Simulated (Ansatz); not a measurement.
`C=C=C(O)[SiH3]` and `C=C=C[SiH3]` differ in one atom or group.

Ansatz, PBE0-D4/def2-TZVP geometries, multiplicity 1. Each molecule was computed in one conformer, which needn't be the lowest.

```tsv
property	`C=C=C(O)[SiH3]`
HOMO energy (ωB97M-V/def2-TZVPP) / eV	-9.02
LUMO energy (PBE0/def2-TZVPP) / eV	-0.56
HOMO–LUMO gap (ωB97M-V/def2-TZVPP) / eV	10.43
HOMO–LUMO gap (PBE0/def2-TZVPP) / eV	6.26
size of the dipole moment (B3LYP/def2-TZVPP) / D	1.55
HOMO–LUMO gap (B3LYP/def2-TZVPP) / eV	5.82
```

Q: What does the change do to each property? (Best estimate.)

A: Ansatz gave: 
| property | `C=C=C[SiH3]` | shift |
| --- | --- | --- |
| HOMO energy (ωB97M-V/def2-TZVPP) / eV | -9.75 | -0.73 |
| LUMO energy (PBE0/def2-TZVPP) / eV | -0.20 | 0.36 |
| HOMO–LUMO gap (ωB97M-V/def2-TZVPP) / eV | 11.62 | 1.19 |
| HOMO–LUMO gap (PBE0/def2-TZVPP) / eV | 7.34 | 1.08 |
| size of the dipole moment (B3LYP/def2-TZVPP) / D | 0.54 | -1.01 |
| HOMO–LUMO gap (B3LYP/def2-TZVPP) / eV | 6.91 | 1.09 |

With PBE0 the HOMO falls by 0.73 eV and the LUMO rises by 0.36 eV, so the gap widens by about 1.09 eV. PBE moves the HOMO by -0.80 eV and ωB97M-V by -0.73 eV. Dipoles are sizes alone; their direction can turn.

B3LYP here is the variant with VWN-RPA as its local correlation; programs differ in this.
